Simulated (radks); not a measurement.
Q: All-electron atom: Br16+ in [Ar] 3d1. All-electron calculation, scalar-relativistic Kohn-Sham, LDA (Slater exchange, VWN5 correlation), spin-polarised, spherical densities, finite nucleus; open shells are filled with parallel spins first; Fermi nuclear charge, rms radius 4.1629 fm. Program: a radial shooting solver on a logarithmic mesh with Libxc functionals. Some entries of the table are withheld. Estimate them.

orbital,occ.,eigenvalue (hartree),<r> (bohr)
1s up,1,-509.2744,0.04281
1s down,1,-509.2731,0.04281
2s up,1,-84.38526,0.1889
2s down,1,-84.31277,0.1888
2p up,3,-76.98805,(1)
2p down,3,-76.93264,(2)
3s up,1,-26.29507,0.4967
3s down,1,-26.20215,0.4974
3p up,3,-23.92794,0.4904
3p down,3,-23.83344,0.4912
3d up,1,-20.34313,(3)
3d down,0,-20.23391,(4)

A: 
(1) 2p up <r> (bohr): 0.1647
(2) 2p down <r> (bohr): 0.1646
(3) 3d up <r> (bohr): 0.4514
(4) 3d down <r> (bohr): 0.4524
